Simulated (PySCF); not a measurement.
29Si shifts, computed and measured

Computed: GIAO PBE0/pcSseg-2, gas phase, PySCF SCF with an in-house response code, geometries PBE0-D3(BJ)/def2-SVP, one conformer, no vibrational averaging, against isolated TMS at the same level. Measured: against TMS, in the medium listed. The two scales can differ by a constant.

Spin-orbit coupling is left out, which matters for the heavier atoms here.

```
                                                                                             compound (atom-mapped SMILES)  atom  computed / ppm  measured / ppm    medium
                             [CH3:1][CH2:2][CH2:3][CH2:4][S:5][Si:6]([CH3:7])([Cl:8])[S:9][CH2:10][CH2:11][CH2:12][CH3:13]   Si6            47.7            30.2  solution
[CH3:1][CH2:2][CH2:3][CH2:4][S:5][Si:6]([CH3:7])([CH3:8])[Si@@:9]([CH3:10])([Cl:11])[S:12][CH2:13][CH2:14][CH2:15][CH3:16]   Si9            31.9            23.1  solution
                            [CH3:1][CH2:2][CH2:3][CH2:4][S:5][Si:6]([CH3:7])([CH3:8])[S:9][CH2:10][CH2:11][CH2:12][CH3:13]   Si6            34.2            24.8  solution
```

(1) Give computed and measured shifts for these two.

```tsv
compound (atom-mapped SMILES)	atom
[CH3:1][CH2:2][CH2:3][CH2:4][Se:5][Si:6]([CH3:7])([CH3:8])[c:9]1[cH:10][cH:11][cH:12][cH:13][cH:14]1	Si6
[CH3:1][CH2:2][CH2:3][CH2:4][Se:5][Si:6]([CH3:7])([Cl:8])[Se:9][CH2:10][CH2:11][CH2:12][CH3:13]	Si6
```

(2) How well does this level do over the whole set?

Results:

(1) 
```csv
compound (atom-mapped SMILES),atom,computed / ppm,measured / ppm,medium
[CH3:1][CH2:2][CH2:3][CH2:4][Se:5][Si:6]([CH3:7])([CH3:8])[c:9]1[cH:10][cH:11][cH:12][cH:13][cH:14]1,Si6,16.4,6.2,solution
[CH3:1][CH2:2][CH2:3][CH2:4][Se:5][Si:6]([CH3:7])([Cl:8])[Se:9][CH2:10][CH2:11][CH2:12][CH3:13],Si6,67.0,20.3,solution
```

(2) Computed less measured averages 18.5 ppm, and the scatter about that mean is 14.4 ppm (rms) over 5 compounds.

Measured values: U. Herzog, Habilitationsschrift, TU Bergakademie Freiberg, 2002/2003.
